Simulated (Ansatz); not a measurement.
A search over several starts for the lowest SCF solution of WO3 at the given spin, in a small basis.

```yaml
crystal:
  periodic: [false, false, false]
  atoms:
    - {symbol: W, position_ang: [0.051289, 0.081517, 0.074708]}
    - {symbol: O, position_ang: [0.757840, 1.222642, 1.096395]}
    - {symbol: O, position_ang: [-0.788644, -1.557161, 0.685165]}
    - {symbol: O, position_ang: [-0.020486, 0.253002, -1.856268]}
basis:
  gaussian: {orbitals: def2-SVP, initial_orbitals: start.molden}
magnetization: {spin_polarized: true, initial_magnetization: 4}
hamiltonian: {xc: pbe0, dispersion: d4}
output: {orbitals: {seedname: orbitals}}
```

The file start.molden holds the orbitals of an earlier run on this structure, at another level or in another basis.

```sh
$ ansatz run in.yaml --threads 4 --pin off --events-out ev --progress --plain --max-ram 3916MiB
```

Shortened log:

```
Functional definition: PBE0
695 factors; integrals over basis functions are off by at most 1.1e-3 eV
mean field evaluation 1: about -7951.4611 eV, gradient 1.3e1 eV
mean field evaluation 2: about -7951.7076 eV, gradient 3.2e-1 eV
mean field evaluation 4: about -7951.8200 eV, gradient 2.1e-3 eV
mean field evaluation 8: about -7951.8200 eV, gradient 3.0e-5 eV
mean field evaluation 16: about -7949.5064 eV, gradient 2.2e1 eV
mean field evaluation 32: about -7951.8200 eV, gradient 2.7e-3 eV
mean field evaluation 64: about -7951.8119 eV, gradient 8.7e-1 eV
mean field -7951.82001038 eV, -292.2239954441 hartree, gradient 5.2e-6 eV, S^2 6.015792; 7 other end points of the search recorded, 0 dependent functions left out
reference -7951.82005248 eV, -292.2239969913 hartree; 21, 17 occupied and 53, 57 virtual orbitals, 695 factors
Total energy: -7951.88822892 eV, -292.2265024295 hartree
```

Run time 3.9 s (4 threads of Arm Neoverse V2 on a shared host).

In the def2 sets W takes a core potential; there is no spin–orbit coupling. At PBE0-D4/def2-TZVP a singlet of charge 0 lies 4.77 eV below the quintet, each at its own geometry. The structure comes from a short search, and lower isomers may exist.
